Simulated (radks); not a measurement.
Spherical quantum dot in the effective-mass picture: electrons in a hard-walled sphere of radius 4.42, with a point charge +2 (a donor) at the centre, all in effective atomic units (hartree* = m*/eps^2 hartree, bohr* = eps/m* bohr), one dielectric constant everywhere. Method: non-relativistic Kohn-Sham, PBEsol, spin-polarised, spherical densities; computed with a radial shooting solver with Libxc functionals. Levels are named by radial order and angular momentum (1s, 1p, 1d, 2s, ...), and open shells are averaged over m.

N = 26, configuration 1s2 1p6 1d10 2s2 1f(up 6, down 0). This is the lowest configuration that the search found. Occupied and some empty levels:

level    occupation  eigenvalue (hartree*)  <r> (bohr*)
1s up             1                 6.9436        2.536
1s down           1                 6.9803        2.337
1p up             3                 7.1163        3.148
1p down           3                 7.1725        3.131
2s up             1                 7.2548        1.563
2s down           1                 7.2749        1.744
1d up             5                 7.3384        3.241
1d down           5                 7.3976        3.232
1f up             6                 7.6440        3.316
1f down           0                 7.7052        3.310
1g up             0                 8.0274        3.379
1g down           0                 8.0903        3.375
2p up             0                 8.3090        2.188
2p down           0                 8.3298        2.181
2d up             0                 8.8837        2.493
2d down           0                 8.9134        2.484

Energy (hartree*): total 93.9596, kinetic 26.686, external -22.267, Hartree 100.11, exchange-correlation -10.565.
